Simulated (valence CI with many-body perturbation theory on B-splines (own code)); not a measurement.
The numbers below are computed, except where a source is named.
## Zr18+: what the settings do

Level of theory: configuration interaction combined with many-body perturbation theory (CI+MBPT): four valence electrons over a frozen Dirac-Fock core [Ar], a basis of 6 s, 6 p, 5 d, 5 f, 1 g functions for each j, with the one-electron correlation potential Σ1, the two-electron term Σ2, the three-electron term Σ3, Breit, model QED; selected CI, second order for the rest, scaled by the run's own slope (own B-spline code, finite nucleus).

No measured spectrum was set against this ion. As an estimate, terms of the open shell hold to 2 to 4 % of their energy, and close levels can change places. Only levels of the ground parity were solved; by the run's estimate the other parity begins above the list, which can be wrong where configurations are misplaced.

The reference run has the lowest level 3d⁴ ⁵D_0 and an ionisation energy of 744.899 eV. Its largest variational space holds 7965 state functions.

Names give the largest LS component (configuration and term), which can be under half, so a name can repeat, a term be missing and a line seem to break the LS rules; names also repeat where a configuration has a term twice.

Changed runs:
A. factor on the speed of light 1 → 100; QED terms on → off
B. Breit term on → off; QED terms on → off
C. logarithmic knot step 0.27 → 0.2
D. scale of Σ2 1 → 3 (bad on purpose)

Excitation energies of the reference run in cm⁻¹, and shifts in cm⁻¹:

```tsv
Level	Reference	A	B	C	D
3d⁴ ⁵D_1	6386	-6386	+572	0	+881
3d⁴ ⁵D_2	13935	-13934	+1239	0	+1394
3d⁴ ⁵D_3	21356	-21355	+1896	0	+1628
3d⁴ ⁵D_4	28224	-28222	+2590	0	+1749
3d⁴ ³P_0	61904	+6022	+255	0	-2807
3d⁴ ³H_4	69705	-4819	+1475	0	+228
3d⁴ ³P_1	81454	-13525	+1187	0	-2944
3d⁴ ³H_5	81687	-16801	+2630	0	+1269
3d⁴ ³G_3	82656		+1325	0	-2147
3d⁴ ³F_2	85718		+1280	0	-2605
3d⁴ ³H_6	87730	-22843	+3662	0	+2379
3d⁴ ³F_4	93736	-23151	+2456	0	-100
Ionisation energy (eV)	744.899	+2.321	+0.197	+0.0014	+13.906
```

A blank means that the level has no clear partner in that run.
